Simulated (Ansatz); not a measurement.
Reaction (ligand exchange at the Si–Se bond): `[SeH][SiH2]Br` + HBr → `Br[SiH2]Br` + H₂Se

Program: Ansatz. Geometries: PBE0-D4/def2-TZVP. ΔE: electronic, gas phase. CCSD(T)/CBS is the MP2 limit (def2-TZVPP, def2-QZVPP) plus CCSD(T) − MP2 in def2-TZVPP, frozen cores. For Br, Se outer-core shells are correlated without core-valence functions, which leaves a few kJ/mol of doubt a bond. Scalar relativity is left out up to krypton. Each species was taken in one conformer, which may not be the lowest.

| species | CCSD/def2-SVP energy (Eh) |
| --- | --- |
| `[SeH][SiH2]Br` | -5262.89627 |
| HBr | -2572.93322 |
| `Br[SiH2]Br` | -5434.87478 |
| H₂Se | -2400.96539 |

(1) Work out ΔE.

Largest T1 diagnostic among the species: 0.008.

Results:

(1) ΔE = (-5434.87478) + (-2400.96539) − (-5262.89627) − (-2572.93322) = -0.01068 Eh = -0.29 eV. CCSD(T)/CBS gives -0.29 eV.

In def2-TZVPP, CCSD(T) changes the Hartree–Fock value by +0.10 eV (the triples alone add +0.01 eV) and MP2 by +0.09 eV. Leaving LDA and LC-ωPBE aside and taking each functional with its dispersion term where it has one, the values, not all of them listed here, spread over 0.07 eV, from BHLYP-D4 to revPBE-D4.
